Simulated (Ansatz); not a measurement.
The same path of Cl3F2H2OW (9 atoms, charge 0, multiplicity 2) was run twice with different band settings.

Theory: Ansatz 0.2.0, UKS PBE/def2-SVP.

Relaxed end points:

```xyz
9
Properties=species:S:1:pos:R:3
W -0.269 -0.076 -0.196
H 1.189 0.181 2.053
F 1.599 0.188 0.422
F -0.457 1.702 0.309
Cl -2.538 -0.138 -0.688
O -0.206 -1.840 0.375
H -0.063 -2.191 1.278
Cl 0.408 -0.124 -2.359
Cl 0.178 -0.070 2.899
```

```xyz
9
Properties=species:S:1:pos:R:3
W -0.116 -0.179 -0.154
H 0.240 1.207 2.701
F 1.799 -0.371 0.034
F 0.165 1.613 0.343
Cl -2.429 0.119 -0.168
O -0.236 -1.989 0.311
H 0.510 -2.520 0.654
Cl 0.060 -0.214 -2.422
Cl -0.151 -0.034 2.793
```

Common settings: spring 5.0 eV/Å²; optimiser quadratic models (default); start path through a guess of the saddle point; force threshold 0.05 eV/Å; end points relaxed.

| run | movable images | climbing image | iteration limit |
| --- | --- | --- | --- |
| 1 | 7 | yes | 58 |
| 2 | 8 | no | 60 |

What does each run give, and how far can it be trusted?

Run 1: converged after 35 iterations, highest image 0.060 eV above the first end. A vibrational analysis at the climbing image gives one clearly imaginary mode, 109i cm⁻¹: a first-order saddle point.
Run 2: converged after 24 iterations, highest image 0.060 eV above the first end. No image climbed, so the highest image needn't sit at the top of the path.
